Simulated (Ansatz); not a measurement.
System: 1,1-difluoroethane, C$_{2}$H$_{4}$F$_{2}$, net charge 0, singlet state. 
Geometry from a B3LYP-D3(BJ)/def2-TZVP (Ansatz, a program for electronic structure) optimisation:
```
C
F 1 1.3715
F 1 1.3715 2 106.89
H 1 1.0926 2 107.35 3 114.92
C 1 1.5017 4 114.35 3 122.69
H 5 1.0898 1 109.82 4 -59.97
H 5 1.0898 6 109.06 1 -120.39
H 5 1.0899 6 109.32 7 -119.48
```

Dipole moments at this geometry, in debye (magnitudes).

```json
[
 {"level": "SVWN5/def2-TZVPD", "program": "Ansatz", "dipole (D)": "2.26"},
 {"level": "PBE/def2-TZVPD", "program": "Ansatz", "dipole (D)": "2.19"},
 {"level": "BLYP/def2-TZVPD", "program": "Ansatz", "dipole (D)": "2.22"},
 {"level": "B97M-V/def2-TZVPD", "program": "Ansatz", "dipole (D)": "[?]"},
 {"level": "B3LYP/def2-TZVPD", "program": "Ansatz", "dipole (D)": "2.32"},
 {"level": "PBE0/def2-TZVPD", "program": "Ansatz", "dipole (D)": "2.30"},
 {"level": "BHLYP/def2-TZVPD", "program": "Ansatz", "dipole (D)": "2.44"},
 {"level": "r2SCANh/def2-TZVPD", "program": "Ansatz", "dipole (D)": "2.29"},
 {"level": "r2SCAN0/def2-TZVPD", "program": "Ansatz", "dipole (D)": "2.34"},
 {"level": "HSE06/def2-TZVPD", "program": "Ansatz", "dipole (D)": "2.30"},
 {"level": "wB97M-V/def2-TZVPD", "program": "Ansatz", "dipole (D)": "2.31"},
 {"level": "wB97X-V/def2-TZVPD", "program": "Ansatz", "dipole (D)": "2.33"},
 {"level": "CCSD(T)/aug-cc-pVDZ", "program": "Ansatz", "dipole (D)": "[?]"}
]
```

Task: Some entries are withheld; supply them.

Result: 
- B97M-V/def2-TZVPD, dipole (D): 2.22
- CCSD(T)/aug-cc-pVDZ, dipole (D): 2.30

Measured: 2.27 D (NIST CCCBDB, as tabulated in the package chemicals), a vibrational average. This is an older compilation, not checked against later work.
